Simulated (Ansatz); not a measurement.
C₅H₆O (SMILES C=C=C1COC1), singlet, geometry from GFN2-xTB; PBE/pcseg-0 (Ansatz, an electronic-structure program).

Ansatz was given this input:
Ansatz 0.2 input:
```yaml
crystal:
  periodic: [false, false, false]
  atoms:
    - {symbol: C, position_ang: [2.68684673, -0.00407970, 0.24087929]}
    - {symbol: C, position_ang: [1.39626599, -0.00212009, 0.12517705]}
    - {symbol: C, position_ang: [0.11165359, -0.00016953, 0.01000989]}
    - {symbol: C, position_ang: [-1.05095761, -0.69525840, 0.67132705]}
    - {symbol: O, position_ang: [-1.96749424, 0.00298744, -0.17638841]}
    - {symbol: C, position_ang: [-0.91268853, 0.69824000, -0.84737047]}
    - {symbol: H, position_ang: [3.19729606, 0.67231059, 0.90798261]}
    - {symbol: H, position_ang: [3.30577554, -0.68218484, -0.32497382]}
    - {symbol: H, position_ang: [-1.09574375, -1.77970637, 0.52694090]}
    - {symbol: H, position_ang: [-1.20156423, -0.45841169, 1.72967569]}
    - {symbol: H, position_ang: [-0.87335515, 0.46156225, -1.91569490]}
    - {symbol: H, position_ang: [-0.97917563, 1.78285693, -0.71296011]}
basis:
  gaussian:
    orbitals: pcseg-0.json
hamiltonian:
  xc: pbe
```
The basis file holds pcseg-0 in the JSON format of the Basis Set Exchange.

The log (banner, timings and long lists left out):

```
Functional definition: PBE
895 factors; integrals over basis functions are off by at most 3.7e-4 eV
mean field evaluation 1: about -7292.2719 eV, gradient 5.1e1 eV
mean field evaluation 2: about -7290.6011 eV, gradient 5.8e1 eV
mean field evaluation 4: about -7298.4187 eV, gradient 4.1e0 eV
mean field evaluation 8: about -7298.4388 eV, gradient 4.1e-1 eV
mean field evaluation 16: about -7298.4393 eV, gradient 2.6e-5 eV
mean field -7298.43925284 eV, -268.2126954821 hartree, gradient 2.6e-5 eV, S^2 0.000000; 0 other end points of the search recorded, 0 dependent functions left out
reference -7298.43928629 eV, -268.2126967114 hartree; 22, 22 occupied and 44, 44 virtual orbitals, 895 factors
Total energy: -7298.43928629 eV, -268.2126967114 hartree
```
